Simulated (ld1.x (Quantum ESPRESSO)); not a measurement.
# PBE RRKJ dataset for krypton (Kr), non-relativistic all-electron reference.

Kr (Z = 36), norm-conserving RRKJ (Kleinman–Bylander form), made with ld1.x (Quantum ESPRESSO) 7.5 (PBE, non-relativistic). Core [Ar] 3d10, reference 4s2 4p6. Waves: 4s (bound): rc 1.05 bohr; 4d channel at 0.2 Ry: rc 1.40 bohr; 4p (bound): rc 1.45 bohr. Local part: the p channel. Core correction: Bessel-smoothed model core inside 1.10 bohr.

(1) Does the generator finish with these settings?

Answers

(1) No. ld1.x (Quantum ESPRESSO) 7.5 stopped with "compute_chi: n is too large": the Bessel-function wave could not be built (negative determinant in compute_phi), and the routine for χ then failed on it.
